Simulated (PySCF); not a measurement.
C2H5BF2O. Atoms are numbered in the order given.

```xyz
11

O     -2.3505     0.0535     0.1746
C     -1.1093     0.0537    -0.4983
B      0.1662     0.0310     0.4020
F      0.0316     0.1899     1.7245
C      1.6229    -0.1180    -0.1674
F      1.6150    -0.2560    -1.5500
H     -2.2327     0.5328     1.0048
H     -0.9946     0.9194    -1.1970
H     -1.0712    -0.8182    -1.1796
H      2.2431     0.7592     0.1060
H      2.1277    -0.9962     0.2830
```

Geometry: r2SCAN-D4/def2-SVP. The structure was generated by enumeration, and PubChem lists no compound with its InChIKey, so it may never have been made. Other conformers were not sampled.

Level of theory: TDA-PBE/def2-SVPD in PySCF 2.14.0.

Vertical excitations. 

Q: Estimate the UV-visible absorptions. (Estimate from the structure and the level; the computed values follow.)

A: 
```json
[
 {"state": "S1", "energy (eV)": "4.84", "λ (nm)": "256", "f": "0.016", "main pairs": "HOMO→LUMO 99 %"},
 {"state": "S2", "energy (eV)": "5.78", "λ (nm)": "215", "f": "0.000", "main pairs": "HOMO→LUMO+1 99 %"},
 {"state": "S3", "energy (eV)": "5.85", "λ (nm)": "212", "f": "0.013", "main pairs": "HOMO−1→LUMO 98 %"},
 {"state": "S4", "energy (eV)": "6.32", "λ (nm)": "196", "f": "0.018", "main pairs": "HOMO→LUMO+2 99 %"},
 {"state": "S5", "energy (eV)": "6.78", "λ (nm)": "183", "f": "0.005", "main pairs": "HOMO−1→LUMO+1 97 %"},
 {"state": "S6", "energy (eV)": "6.93", "λ (nm)": "179", "f": "0.036", "main pairs": "HOMO−2→LUMO 88 %"},
 {"state": "S7", "energy (eV)": "6.96", "λ (nm)": "178", "f": "0.012", "main pairs": "HOMO−3→LUMO 79 %"},
 {"state": "S8", "energy (eV)": "6.98", "λ (nm)": "178", "f": "0.013", "main pairs": "HOMO→LUMO+3 91 %"},
 {"state": "S9", "energy (eV)": "7.36", "λ (nm)": "169", "f": "0.025", "main pairs": "HOMO−1→LUMO+2 97 %"},
 {"state": "S10", "energy (eV)": "7.59", "λ (nm)": "163", "f": "0.022", "main pairs": "HOMO→LUMO+4 96 %"},
 {"state": "T1", "energy (eV)": "4.49", "λ (nm)": "276", "f": "0", "main pairs": "HOMO→LUMO 99 %"},
 {"state": "T2", "energy (eV)": "5.43", "λ (nm)": "228", "f": "0", "main pairs": "HOMO−1→LUMO 99 %"},
 {"state": "T3", "energy (eV)": "5.61", "λ (nm)": "221", "f": "0", "main pairs": "HOMO→LUMO+1 99 %"},
 {"state": "T4", "energy (eV)": "6.18", "λ (nm)": "201", "f": "0", "main pairs": "HOMO→LUMO+2 99 %"}
]
```
Triplets are in the Tamm–Dancoff approximation.
